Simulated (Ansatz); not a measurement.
Reaction (ligand exchange at a B–N bond): `BN=C` + `CN[SiH2]N` → `BN(C)[SiH2]N` + `C=N`

Computed with Ansatz on PBE0-D4/def2-TZVP structures; ΔE is electronic, products minus reactants. CCSD(T)/CBS adds triple-zeta CCSD(T) − MP2 to the extrapolated MP2 energy (def2 sets, frozen cores). This one scheme is used for every species. Functionals use def2-TZVPP. B3LYP here is the variant with VWN-RPA as its local correlation; programs differ in this. Each species was taken in one conformer, which may not be the lowest.

`BN=C`:

```xyz
7

B    -0.848   -0.497    0.855
N     0.031    0.018   -0.032
C     0.839    0.492   -0.846
H    -0.514   -1.442    1.510
H    -1.928    0.009    0.953
H     1.537    1.284   -0.561
H     0.882    0.135   -1.879
```

`CN[SiH2]N`:

Z-matrix (Å, degrees):
```
C
N 1 1.444
H 1 1.095 2 111.3
H 1 1.093 2 109.4 3 -118.3
H 1 1.098 2 113.5 3 121.9
Si 2 1.710 1 125.5 3 142.8
H 2 1.008 1 114.0 3 -57.0
N 6 1.711 2 108.2 1 -154.0
H 6 1.494 2 103.6 1 -28.6
H 6 1.495 2 117.4 1 89.6
H 8 1.006 6 121.8 2 61.0
H 8 1.006 6 120.4 2 -147.6
```

`BN(C)[SiH2]N`:

Cartesian coordinates in Å:
```
B -1.609 0.429 0.009
N -0.244 0.439 0.286
C 0.350 1.440 1.164
Si 0.911 -0.719 -0.366
N 0.283 -1.916 -1.402
H -2.316 1.264 0.505
H -2.061 -0.409 -0.717
H 1.108 2.029 0.636
H -0.421 2.118 1.530
H 0.836 0.971 2.026
H 1.545 -1.388 0.800
H 1.924 0.070 -1.115
H -0.023 -1.669 -2.329
H -0.283 -2.660 -1.027
```

`C=N`:

Z-matrix (Å, degrees):
```
C
N 1 1.261
H 1 1.096 2 124.9
H 1 1.092 2 118.8 3 -180.0
H 2 1.021 1 111.0 3 -0.0
```

```json
{"species": "`BN=C`", "B3LYP-D4 energy (Eh)": "-120.16636"}
{"species": "`CN[SiH2]N`", "B3LYP-D4 energy (Eh)": "-442.08116"}
{"species": "`BN(C)[SiH2]N`", "B3LYP-D4 energy (Eh)": "-467.57677"}
{"species": "`C=N`", "B3LYP-D4 energy (Eh)": "-94.67558"}
```

Task: Work out ΔE.

Result: ΔE = (-467.57677) + (-94.67558) − (-120.16636) − (-442.08116) = -0.00483 Eh = -12.7 kJ/mol. CCSD(T)/CBS gives -26.4 kJ/mol.

Largest T1 diagnostic among the species: 0.016.

The D4 term adds −6.4 kJ/mol with B3LYP and −3.5 kJ/mol with PBE0; it sums over pairs of atoms, weighted by their polarisabilities, and B3LYP, whose exchange is more repulsive, gets the larger term. In def2-TZVPP, CCSD(T) changes the Hartree–Fock value by −5.8 kJ/mol (the triples alone add −1.1 kJ/mol) and MP2 by −5.7 kJ/mol. From PBE to PBE0 (25 % exact exchange), in def2-TZVPP and without D4, ΔE moves by −7.2 kJ/mol.
